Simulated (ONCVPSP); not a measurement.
niobium: one change to an ONCV potential, before and after

ONCVPSP 4.0.1 input, shortened (lines: element, Z, core and valence counts, functional; n l f; lmax; l rc ep ncon nbas qcut; lloc lpopt rc5 dvloc0; l nproj debl; icmod fcfact rcfact), PBE, scalar-relativistic:

```
  Nb 41.00    6    4        4      upf
    1    0    2.00
    2    0    2.00
    2    1    6.00
    3    0    2.00
    3    1    6.00
    3    2   10.00
    4    0    2.00
    4    1    6.00
    4    2    4.00
    5    0    1.00
    2
    0    1.80    0.00    4    7    5.00
    1    1.50    0.00    4    8    8.40
    2    2.15    0.00    4    9    8.50
    4    5    1.30    6.00
    0    2    1.00
    1    2    3.10
    2    2    3.60
    0    0.00    0.00
```

All-electron outer shells of the reference configuration (PBE, scalar-relativistic, ld1.x):

| shell | level (eV) | outermost node (bohr) | outermost maximum (bohr) |
| --- | --- | --- | --- |
| 3d | -196.29 | – | 0.33 |
| 4s | -58.39 | 0.53 | 1.04 |
| 4p | -34.52 | 0.54 | 1.12 |
| 5s | -3.98 | 1.41 | 3.08 |
| 4d | -3.04 | 0.55 | 1.49 |

Change: s: qcut 5.8; p: qcut 9.7; d: qcut 9.8.

Cutoffs: the cutoffs (Ha) at which the residual kinetic energy of the hardest occupied pseudo-wave falls to 1 and 0.1 mHa per electron; they do not see the model core or the augmentation charge, which bear on the density cutoff. Errors are all-electron minus pseudo energies relative to the spin-unpolarised reference configuration.

Question: What does the change do?

Answer: The potential gets harder (25 Ha and 35 Ha → 29 Ha and 35 Ha); the errors of the 3 common tests hardly move; the range in which the s phases agree narrows (upper end at the end of the scan → 1.4); neither file shows a bound ghost.

| quantity | base | changed |
| --- | --- | --- |
| cutoff, loose | 25 Ha | 29 Ha |
| cutoff, tight | 35 Ha | 35 Ha |
| loose cutoff by channel | s 12 Ha, p 25 Ha, d 18 Ha | s 14 Ha, p 29 Ha, d 17 Ha |
| bound ghosts | none | none |
| GHOST(+) flags under 300 eV | none | s at 282.5 eV |
| tests with a reliable result | 3 of 4 | 3 of 4 |
| error for 4s2 4p6 4d4 5s0, meV [ΔE 6.64 eV] | -2.1 | -1.8 |
| error for 4s2 4p6 4d3 5s0, meV [ΔE 20.68 eV] | -0.9 | -0.8 |
| error for 4s2 4p5 4d4 5s1, meV [ΔE 39.75 eV] | -19 | -18 |
| s: phases at 1.83 bohr within 0.05 rad from the reference energy up to (Ha; the scan ends near 5) | to the end of the scan | 1.4 |
| p: phases at 1.53 bohr within 0.05 rad from the reference energy up to (Ha; the scan ends near 5) | to the end of the scan | to the end of the scan |
| d: phases at 2.18 bohr within 0.05 rad from the reference energy up to (Ha; the scan ends near 5) | to the end of the scan | to the end of the scan |
